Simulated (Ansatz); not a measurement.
`FC([SiH3])[SeH]` + `[SH][In]([Cl])[Cl]` → `[Cl][In]([Cl])[SeH]` + `FC([SiH3])S`  (redistribution)

Gas-phase electronic energies from Ansatz, PBE0-D4/def2-TZVP geometries. CCSD(T)/CBS adds triple-zeta CCSD(T) − MP2 to the extrapolated MP2 energy (def2 sets, frozen cores). DFT in def2-TZVPP. B3LYP here is the variant with VWN-RPA as its local correlation; programs differ in this. def2 core potentials past Kr. For In, Se outer-core shells are correlated without core-valence functions, which leaves a few kJ/mol of doubt a bond. Scalar relativity is left out up to krypton. Each species was taken in one conformer, which may not be the lowest.

```tsv
level	ΔE (kcal/mol)	difference from CCSD(T)/CBS
PBE-D4	-5.0	-0.1
r2SCAN-D4	-5.1	-0.2
ωB97X-V	-5.1	-0.2
PBE	-5.1	-0.2
B3LYP	-5.3	-0.4
HF/def2-TZVPP	-6.0	-1.1
MP2/def2-TZVPP	-4.1	0.8
SCS-MP2/def2-TZVPP	-4.1	0.8
MP2/CBS(def2)	-4.9	0.0
CCSD/CBS(def2)	-5.1	-0.2
CCSD(T)/CBS	-4.9	0
```

Largest T1 diagnostic among the species: 0.013.

In def2-TZVPP, CCSD(T) changes the Hartree–Fock value by +2.0 kcal/mol (the triples alone add +0.2 kcal/mol) and MP2 by +1.9 kcal/mol.
